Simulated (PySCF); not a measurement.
PySCF input (M06-2X/6-31G* with LANL2DZ past Ar (5d)):

```python
from pyscf import gto, dft

mol = gto.M(
    atom='''
    Te    0.00000000    0.00000000    0.00000000
    F     0.00000000    0.00000000    2.10670800
    F    -0.00000000   -0.00000000   -2.10670800
    ''',
    basis={'default': '6-31g*', 'Te': 'lanl2dz'},
    ecp={'Te': 'lanl2dz'},
    charge=-1,
    spin=1,
    symmetry='D2h',
    verbose=4,
)

mf = dft.UKS(mol, xc='m062x')
mf.grids.level = 4
mf.conv_tol = 1e-9
mf.max_cycle = 100
mf.max_memory = 1500
mf.kernel()
if not mf.converged:
    mf = mf.newton()
    mf.kernel(mf.make_rdm1())
mf.dip_moment()
```

From the output:

```

WARN: beta-B3u LUMO -0.0660761242202072 < system HOMO -0.066076124220207

cycle= 1 E= -207.37407197061  delta_E= -4.06  |g|= 0.796  |ddm|= 2.39
alpha HOMO (B2u) = 0.0261041905908121  LUMO (B1u) = 0.253899928374897
beta  HOMO (B2u) = 0.0272257317148941  LUMO (B3u) = 0.0722499475934621
  HOMO = 0.0272257317149  LUMO = 0.0722499475935  gap/eV = 1.22517
cycle= 2 E= -207.190109496182  delta_E= 0.184  |g|=  1.1  |ddm|= 1.21
alpha HOMO (B2u) = -0.0581025065352334  LUMO (B1u) = 0.228490462609517
beta  HOMO (B2u) = -0.052394013445086  LUMO (B3u) = 0.0612513046076499
  HOMO = -0.0523940134451  LUMO = 0.0612513046076  gap/eV = 3.09245
cycle= 3 E= -207.621763451384  delta_E= -0.432  |g|= 0.046  |ddm|= 0.687
alpha HOMO (B2u) = -0.0501263743361259  LUMO (B1u) = 0.250022948114213
beta  HOMO (B2u) = -0.0435490163118578  LUMO (B3u) = 0.0904128514094973
  HOMO = -0.0435490163119  LUMO = 0.0904128514095  gap/eV = 3.64529
cycle= 4 E= -207.622635707372  delta_E= -0.000872  |g|= 0.00553  |ddm|= 0.0319
alpha HOMO (B2u) = -0.0510534769911154  LUMO (B1u) = 0.249288463705608
beta  HOMO (B2u) = -0.0442192288632555  LUMO (B3u) = 0.089602515212948
  HOMO = -0.0442192288633  LUMO = 0.0896025152129  gap/eV = 3.64148
cycle= 5 E= -207.622675100671  delta_E= -3.94e-05  |g|= 0.00192  |ddm|= 0.00838
alpha HOMO (B2u) = -0.0508856053231085  LUMO (B1u) = 0.249539817024707
beta  HOMO (B2u) = -0.0439385837794163  LUMO (B3u) = 0.0894853653796251
  HOMO = -0.0439385837794  LUMO = 0.0894853653796  gap/eV = 3.63065
cycle= 6 E= -207.622684107444  delta_E= -9.01e-06  |g|= 0.000931  |ddm|= 0.00459
alpha HOMO (B2u) = -0.0510164883196013  LUMO (B1u) = 0.249519015712606
beta  HOMO (B2u) = -0.0440223415618681  LUMO (B3u) = 0.0893134410577176
  HOMO = -0.0440223415619  LUMO = 0.0893134410577  gap/eV = 3.62825
cycle= 7 E= -207.622685990044  delta_E= -1.88e-06  |g|= 0.000205  |ddm|= 0.00269
alpha HOMO (B2u) = -0.0509786427506312  LUMO (B1u) = 0.249581687602285
beta  HOMO (B2u) = -0.0439866301190031  LUMO (B3u) = 0.0893408475153401
  HOMO = -0.043986630119  LUMO = 0.0893408475153  gap/eV = 3.62803
cycle= 8 E= -207.622686048743  delta_E= -5.87e-08  |g|= 3.39e-05  |ddm|= 0.00048
alpha HOMO (B2u) = -0.0509895245949393  LUMO (B1u) = 0.249575022286455
beta  HOMO (B2u) = -0.0439983286699783  LUMO (B3u) = 0.0893274234710643
  HOMO = -0.04399832867  LUMO = 0.0893274234711  gap/eV = 3.62798
cycle= 9 E= -207.622686049757  delta_E= -1.01e-09  |g|= 6.06e-06  |ddm|= 5.1e-05
alpha HOMO (B2u) = -0.0509884072058077  LUMO (B1u) = 0.249576252124517
beta  HOMO (B2u) = -0.0439971644031238  LUMO (B3u) = 0.089329200687283
  HOMO = -0.0439971644031  LUMO = 0.0893292006873  gap/eV = 3.62800
cycle= 10 E= -207.622686049802  delta_E= -4.46e-11  |g|= 1.03e-06  |ddm|= 1.07e-05
alpha HOMO (B2u) = -0.0509884462815893  LUMO (B1u) = 0.249576165749787
beta  HOMO (B2u) = -0.0439971756898624  LUMO (B3u) = 0.0893291359063445
  HOMO = -0.0439971756899  LUMO = 0.0893291359063  gap/eV = 3.62799
Extra cycle  E= -207.622686049803  delta_E= -1.34e-12  |g|= 6.29e-07  |ddm|= 1.43e-06
converged SCF energy = -207.622686049803  <S^2> = 0.75096319  2S+1 = 2.000963

WARN: System has nonzero charge -1; the dipole moment is origin-dependent.
Location of origin: [0. 0. 0.]

Dipole moment(X, Y, Z, Debye):  0.00000,  0.00000, -0.00000
```

The dipole moment of an ion depends on the origin.

The geometry given is a B3LYP-D3(BJ)/def2-TZVP minimum.
